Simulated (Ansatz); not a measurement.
Species: sum formula AlOF2H, charge 0, multiplicity 1. SMILES: [F][Al]([F])[OH]
Coordinates optimised at B3LYP-D3(BJ)/def2-TZVP (Ansatz, a program for electronic structure):
```
Al
F 1 1.6384
F 1 1.6431 2 118.54
O 1 1.6783 2 118.97 3 180.00
H 4 0.9580 1 124.22 2 180.00
```

Computed values are from Ansatz. Correlated levels leave the core frozen unless marked. Open shells are spin-unrestricted. Spin-orbit coupling is left out. Non-relativistic. Basis-set limits of correlation are two-point, X^-3; Hartree-Fock from the larger set (for Q and 5 zeta extrapolated as (X+1)exp(-9√X)).

Problem. What is the dipole moment at CCSD(T)/aug-cc-pV(D+d)Z?

Solution. 1.95 D.

Problem. What is the T1 diagnostic at CCSD/cc-pV(5+d)Z?

Solution. 0.012.

Problem. What is the vertical triplet-singlet gap at CCSD(T)/CBS(aug-cc-pV(T+d)Z,aug-cc-pV(Q+d)Z)?

Solution. 7.35 eV.

Problem. What is the total energy at CCSD(T)/CBS(cc-pV(Q+d)Z,cc-pV(5+d)Z)?

Solution. -517.5959 Eh.

Problem. What is the atomisation energy De at CCSD(T)/CBS(cc-pV(Q+d)Z,cc-pV(5+d)Z)?

Solution. 2142.7 kJ/mol.
